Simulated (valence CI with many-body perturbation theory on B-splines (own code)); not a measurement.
**Ladder of approximations for Sb12+**

Calculated by configuration interaction combined with many-body perturbation theory (CI+MBPT): three valence electrons over a frozen Dirac-Fock core [Kr], radial functions for each j: 9 s, 9 p, 10 d, 8 f, 5 g, 3 h, 1 i, with the one-electron correlation potential Σ1, the two-electron term Σ2, the three-electron term Σ3, Breit, model QED; selected CI, second order for the rest, scaled by the run's own slope (own B-spline code, finite nucleus).

No measured spectrum was set against this ion. As an estimate, terms of the open shell hold to 2 to 4 % of their energy, and close levels can change places. Core correlation moves these levels by up to 3200 cm⁻¹, and in measured spectra 5 to 20 % of such shifts remained as error; rates that hang on mixing are uncertain with them. The list stops below the first excitations out of the core. Only levels of the ground parity were solved; by the run's estimate the other parity begins above the list, which can be wrong where configurations are misplaced.

Each rung adds one term. CI alone is the Dirac-Coulomb CI over the frozen core; QED comes last and gives the full result, which names the levels. Energies are above 4d3 4F_3/2 on the same rung, in cm⁻¹.

Names give the largest LS component (configuration and term), which can be under half, so a name can repeat, a term be missing and a line seem to break the LS rules; names also repeat where a configuration has a term twice. Letters in brackets count levels of one name in rising energy.

```tsv
Level	CI alone	Σ1	Σ2	Σ3	Breit	QED	Full
4d3 4F_5/2	6848	+195	+83	+51	-302	+28	6902
4d3 4F_7/2	13492	+332	+57	+35	-533	+45	13428
4d3 4F_9/2	19190	+398	-177	-54	-647	+51	18762
4d3 4P_3/2	24113	+116	-383	-98	-134	+13	23628
4d3 4P_1/2	26797	+201	-597	-93	-268	+25	26066
4d3 2G_7/2	34596	+399	-1307	-468	-543	+47	32725
4d3 2H_9/2	36222	+415	-2086	-251	-599	+48	33748
4d3 4P_5/2	36130	+408	-407	-230	-581	+55	35375
4d3 2D_3/2 [a]	40990	+444	+245	-440	-573	+58	40724
4d3 2P_1/2	43311	+483	+42	+158	-632	+62	43424
4d3 2H_11/2	49442	+574	-3036	-259	-827	+65	45960
4d3 2D_5/2 [a]	51417	+569	+16	-860	-757	+71	50456
4d3 2G_9/2	52864	+745	-1760	-379	-1050	+95	50516
4d3 2P_3/2	57577	+750	+822	-137	-1023	+101	58089
4d3 2F_7/2	65837	+533	-2911	-726	-674	+59	62118
4d3 2F_5/2	65834	+472	-2878	-784	-507	+51	62187
4d3 2D_3/2 [b]	97060	+627	-825	-1365	-669	+69	94897
4d3 2D_5/2 [b]	96470	+669	+81	-1218	-797	+80	95285
```

The middle columns are the shifts that each term adds.

(1) How does the ionisation energy move along the ladder, and which term matters most?

## Answers

(1) CI alone 262.47, + Σ1 264.55, + Σ2 265.78, + Σ3 265.79, + Breit 265.74, + QED 265.75 eV. The largest step is Σ1, 2.08 eV. NIST lists 265 ± 3 eV (theoretical).
